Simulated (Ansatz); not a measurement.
Compare A (`[SiH3][Al]1[O][SiH2]1`) with its isomer B (`[O]1[AlH][SiH2][SiH2]1`).

Isolated molecules relaxed with PBE0-D4/def2-TZVP in Ansatz; ΔE leaves out vibrations. CBS: MP2 limit from def2 TZ/QZ plus the TZ coupled-cluster correction, frozen cores. Functionals use def2-TZVPP. B3LYP here is the variant with VWN-RPA as its local correlation; programs differ in this.

A:

```xyz
9

Si    0.655   -1.902    1.065
Al    0.105    0.123   -0.200
O    -1.227    1.233   -0.002
Si   -0.500    2.024   -1.304
H     0.768   -3.057    0.132
H     1.969   -1.721    1.741
H    -0.380   -2.205    2.089
H    -1.351    2.100   -2.524
H    -0.038    3.406   -0.996
```

B:

```xyz
9

O    -1.4420    0.1805   -0.7380
Al   -0.0778   -0.3206   -1.6724
Si    1.2983   -0.2289    0.3464
Si   -0.9292    0.3832    0.8349
H    -0.1785   -0.6099   -3.2228
H     2.3379    0.8285    0.4745
H     1.8000   -1.4966    0.9437
H    -1.6707   -0.5239    1.7528
H    -1.1379    1.7878    1.2808
```

(1) Which isomer does CCSD(T)/CBS put lower? Give the gap. (Estimate.)

(2) Give E(B) − E(A) in kJ/mol with CCSD/def2-TZVPP, BLYP-D4, B3LYP-D4, PBE0-D4, HF/def2-TZVPP, MP2/def2-TZVPP, CCSD(T)/def2-SVP. (Best estimate.)

Largest T1 diagnostic: 0.016.

Results:

(1) Computed: B, by 117.6 kJ/mol.

(2) The calculation gave: CCSD/def2-TZVPP -116.9, BLYP-D4 -105.4, B3LYP-D4 -113.2, PBE0-D4 -117.4, HF/def2-TZVPP -122.0, MP2/def2-TZVPP -118.9, CCSD(T)/def2-SVP -115.7. None reverses the order clearly.

The D4 term adds −6.8 kJ/mol with B3LYP and −3.4 kJ/mol with PBE0; it sums over pairs of atoms, weighted by their polarisabilities, and B3LYP, whose exchange is more repulsive, gets the larger term. Leaving LDA and LC-ωPBE aside and taking each functional with its dispersion term where it has one, the values, not all of them listed here, spread over 21.3 kJ/mol, from B97M-V to BLYP-D4. LDA lies −9.9 kJ/mol from PBE without D4.
